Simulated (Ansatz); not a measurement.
Reaction (hydrogenolysis of a C–C bond): `C/C=C(\C)I` + H₂ → `C/C=C/I` + CH₄

Calculated with Ansatz (gas phase, PBE0-D4/def2-TZVP geometries, no zero-point term in ΔE). CBS: MP2 limit from def2 TZ/QZ plus the TZ coupled-cluster correction, frozen cores. This one scheme is used for every species. Double bonds are as drawn, so ΔE can hold a change between cis and trans. Functionals use def2-TZVPP. def2 core potentials past Kr. For I outer-core shells are correlated without core-valence functions, which leaves a few kJ/mol of doubt a bond.

(1) Is it downhill or uphill in electronic energy at CCSD(T)/CBS, and by how much? (An estimate is asked.)

(2) What do these levels give: PBE-D4, revPBE, r2SCAN, RPA@PBE/def2-TZVPP, CCSD/def2-SVP, CCSD(T)/def2-SVP? (Best estimate.)

Largest T1 diagnostic among the species: 0.010.

## Answers

(1) The calculation gave: Downhill: ΔE = -0.58 eV.

(2) Ansatz gave: PBE-D4 -0.55, revPBE -0.69, r2SCAN -0.61, RPA@PBE/def2-TZVPP -0.59, CCSD/def2-SVP -0.65, CCSD(T)/def2-SVP -0.61 eV.

The D4 term adds +0.13 eV with B3LYP and +0.07 eV with PBE0; it sums over pairs of atoms, weighted by their polarisabilities, and B3LYP, whose exchange is more repulsive, gets the larger term. In def2-TZVPP, CCSD(T) changes the Hartree–Fock value by +0.28 eV (the triples alone add +0.06 eV) and MP2 by +0.36 eV. Leaving LDA and LC-ωPBE aside and taking each functional with its dispersion term where it has one, the values, not all of them listed here, spread over 0.17 eV, from B2PLYP to revPBE-D4. LDA lies +0.15 eV from PBE without D4.

B3LYP here is the variant with VWN-RPA as its local correlation; programs differ in this.
